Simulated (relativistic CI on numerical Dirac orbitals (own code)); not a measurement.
## Sensitivity of the levels of Gd⁴⁶⁺ to α and to the nuclear radius

Computed by Dirac-Coulomb-Breit CI, KLI orbitals optimised for each configuration, derivatives by finite differences, unscaled Slater integrals, QED left out (own radial code, finite nucleus).

Configurations in the expansion (outside the closed core [Ne]): 3s²3p⁶, 3s²3p⁵3d, 3s3p⁶3d, 3p⁶3d², 3p⁵3d³. Double excitations out of closed p, d and f shells are left out; levels of such configurations are missing from the list, as are those of other unlisted configurations, and high levels can miss mixing partners.

With x = (α/α₀)² − 1 an excitation energy changes as ω = ω₀ + qx; K = 2q/ω₀ is the relative enhancement. Terms are leading LS components, so labels can repeat. The field-shift factor is F = δν/δ⟨r²⟩ for the transition from the lowest level.

Lowest level 3s²3p⁶ ¹S0.

```csv
Level,ω₀ (cm⁻¹),q (cm⁻¹),K,F (GHz/fm²)
3s²3p⁵3d ³P°0,1584084,67940,0.0858,8.51
3s²3p⁵3d ³P°1,1652140,87450,0.106,8.83
3s²3p⁵3d ³F°3,1692129,65480,0.0774,8.68
3s²3p⁵3d ³D°2,1718437,71440,0.0831,8.76
3s²3p⁵3d ³F°4,1958621,382600,0.391,13.3
3s²3p⁵3d ¹D°2,1993639,389200,0.39,13
3s²3p⁵3d ³D°3,2073127,386400,0.373,13.7
3s²3p⁵3d ¹P°1,2265213,434100,0.383,8.14
3s²3p⁵3d ³F°2,3052693,1.655e+06,1.08,-101
3s²3p⁵3d ¹P°1,3331889,1.62e+06,0.972,-96.1
3s²3p⁵3d ³P°2,3377130,1.976e+06,1.17,-96.4
3s²3p⁵3d ³F°3,3410958,1.98e+06,1.16,-96.8
3s3p⁶3d ³D1,4497283,1.87e+06,0.832,-2690
```

At this charge energies of transitions that change n are usually good to better than 1 %, and those within a shell (Δn = 0) to a few per cent.
